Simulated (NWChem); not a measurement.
System: CH4ClIn; SMILES [CH3][InH][Cl]

```xyz
7

In    -0.3327     0.3412     0.0001
H     -2.0434     0.5080    -0.0016
Cl     0.3171    -1.9447     0.0000
C      1.3435     1.6814     0.0003
H      1.2808     2.3628     0.8612
H      1.3389     2.2821    -0.9212
H      2.2746     1.1021     0.0549
```
Atoms are numbered in this order, from 1.

Computed with NWChem. Geometry: optimised at PBE0/def2-SVP. def2 effective core potentials on In; no spin-orbit coupling.

For level PBE0/def2-SVP (core potentials):

```
Property                     Value
---------------------------  -----
highest occupied level (eV)  -7.72
orbital gap (eV)              6.21
```

Problem. How do the values read with level PBE0/STO-3G (all-electron, non-relativistic) instead?

Solution. 
| Property | Result |
|---|---|
| highest occupied level (eV) | -5.14 |
| orbital gap (eV) | 6.61 |
